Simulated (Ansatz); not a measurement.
C2H7NOSi can be A, `C=N[SiH](C)O`, or B, `C[SiH2]C(N)=O`.

Program: Ansatz. Geometries: PBE0-D4/def2-TZVP. ΔE: electronic, gas phase. CCSD(T)/CBS adds triple-zeta CCSD(T) − MP2 to the extrapolated MP2 energy (def2 sets, frozen cores). Functionals use def2-TZVPP. B3LYP here is the variant with VWN-RPA as its local correlation; programs differ in this. One conformer a species, not always the lowest.

(1) Which isomer does CCSD(T)/CBS put lower? Give the gap. (An estimate is asked.)

(2) Give E(B) − E(A) in kcal/mol with B3LYP-D4, LDA (SPW92), PBE-D4, r2SCAN-D4, B2PLYP, CCSD(T)/def2-SVP, HF/def2-TZVPP. (Estimate.)

(3) Does the order hold for the free energy at 298.15 K (harmonic terms from PBE0-D4)? (Estimate.)

Largest T1 diagnostic: 0.015.

Answers

(1) The calculation gave: A, by 28.5 kcal/mol.

(2) Ansatz gave: B3LYP-D4 24.4, LDA (SPW92) 17.0, PBE-D4 18.6, r2SCAN-D4 22.7, B2PLYP 26.0, CCSD(T)/def2-SVP 18.9, HF/def2-TZVPP 29.9. None reverses the order clearly.

(3) The calculation gave: Yes: G(B) − G(A) = +27.7 kcal/mol, for one conformer each. Modes under 60 cm⁻¹, often nearly free rotors, make the harmonic entropy too high.

At CCSD(T), def2-SVP lies −9.5 kcal/mol from the extrapolated value and def2-TZVPP −0.5 kcal/mol. From BLYP to BHLYP (50 % exact exchange), in def2-TZVPP and without D4, E(B) − E(A) moves by +5.3 kcal/mol.
